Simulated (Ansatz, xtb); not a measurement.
## C3H9BrSi2: which of two isomers lies lower

Structure a: `Br[SiH2][SiH]1CCC1`, a singlet. Structure b: `[SiH3][Si]1(Br)CCC1`, a singlet. Both are isolated molecules in the gas phase, relaxed with PBE-D3(BJ)/def2-SVP; each stands in its lowest conformer found.

a (Å):

```yaml
atoms:
  - { symbol: C, position_ang: [-0.7899, 0.3224, 1.4994] }
  - { symbol: C, position_ang: [0.6312, 0.7823, 1.0425] }
  - { symbol: C, position_ang: [0.2860, 1.6817, -0.1869] }
  - { symbol: Br, position_ang: [-3.1530, 2.7865, -2.7775] }
  - { symbol: Si, position_ang: [-3.3416, 1.9347, -0.6919] }
  - { symbol: Si, position_ang: [-1.3678, 0.7253, -0.2845] }
  - { symbol: H, position_ang: [-3.4918, 3.0917, 0.2604] }
  - { symbol: H, position_ang: [-4.6023, 1.1137, -0.6385] }
  - { symbol: H, position_ang: [-1.3245, -0.4608, -1.2146] }
  - { symbol: H, position_ang: [-0.8748, -0.7024, 1.9084] }
  - { symbol: H, position_ang: [-1.2321, 1.0303, 2.2307] }
  - { symbol: H, position_ang: [1.2179, -0.0987, 0.7072] }
  - { symbol: H, position_ang: [1.2300, 1.2863, 1.8319] }
  - { symbol: H, position_ang: [0.9999, 1.6691, -1.0320] }
  - { symbol: H, position_ang: [0.1144, 2.7368, 0.1112] }
```

b (Å):

```yaml
atoms:
  - { symbol: C, position_ang: [1.0436, 0.4799, -0.0005] }
  - { symbol: C, position_ang: [-0.3140, 0.7589, -0.7213] }
  - { symbol: C, position_ang: [-0.5024, -0.5572, -1.5415] }
  - { symbol: Br, position_ang: [2.2779, -2.7488, -0.9610] }
  - { symbol: Si, position_ang: [-0.4352, -2.4385, 1.5520] }
  - { symbol: Si, position_ang: [0.6370, -1.3670, -0.2446] }
  - { symbol: H, position_ang: [-1.0292, -3.7460, 1.1018] }
  - { symbol: H, position_ang: [-1.5427, -1.5590, 2.0765] }
  - { symbol: H, position_ang: [0.5435, -2.6985, 2.6653] }
  - { symbol: H, position_ang: [1.1816, 0.9158, 1.0071] }
  - { symbol: H, position_ang: [1.9072, 0.7659, -0.6360] }
  - { symbol: H, position_ang: [-0.3239, 1.6850, -1.3346] }
  - { symbol: H, position_ang: [-1.1278, 0.8598, 0.0272] }
  - { symbol: H, position_ang: [0.0159, -0.5029, -2.5212] }
  - { symbol: H, position_ang: [-1.5387, -0.9091, -1.7045] }
```

Which of the two would you expect CCSD(T)/def2-SVP + ΔMP2/def2-TZVPP electronic energies to favour?

Structure b; the calculation gives E(b) − E(a) = −4.8 kcal/mol.

Level by level:

| level | geometry | E(b) − E(a) (kcal/mol) | departure from the last row (kcal/mol) | job, with rough time for the two |
| --- | --- | --- | --- | --- |
| PBE-D3(BJ)/def2-SVP | PBE-D3(BJ)/def2-SVP | −5.1 | −0.3 | optimisation, 57 s |
| HF/def2-SVP | PBE-D3(BJ)/def2-SVP | −3.3 | +1.5 | part of the CCSD(T) run |
| MP2/def2-SVP | PBE-D3(BJ)/def2-SVP | −5.2 | −0.4 | part of the CCSD(T) run |
| CCSD(T)/def2-SVP | PBE-D3(BJ)/def2-SVP | −4.7 | +0.1 | single point |
| CCSD(T)/def2-SVP + ΔMP2/def2-TZVPP | PBE-D3(BJ)/def2-SVP | −4.8 |  | single point, 1.8 min |

As drawn, both hold the same kinds of bond in the same numbers.

The levels shown agree on the order. The largest departure from CCSD(T)/def2-SVP + ΔMP2/def2-TZVPP is that of HF/def2-SVP, 1.5 kcal/mol. Levels run at GFN2-xTB geometries aren't shown. The last row adds to CCSD(T) the change of the MP2 difference between the two basis sets, here −0.1 kcal/mol.

With thermal terms from frequencies at re-optimised GFN2-xTB minima (ideal gas, soft modes damped towards free rotors, one conformer each, 298.15 K, 1 atm): on the last row, ΔE + ΔZPE = −5.2, ΔH = −4.9, ΔG = −5.8 kcal/mol.

The correlated steps freeze 22 core orbitals; the filled d shell of Br is correlated, in a basis made for valence electrons. Run with Ansatz 0.2.0, xtb 6.7.1; the last row on 4 threads of Arm Neoverse V1 on a shared host.
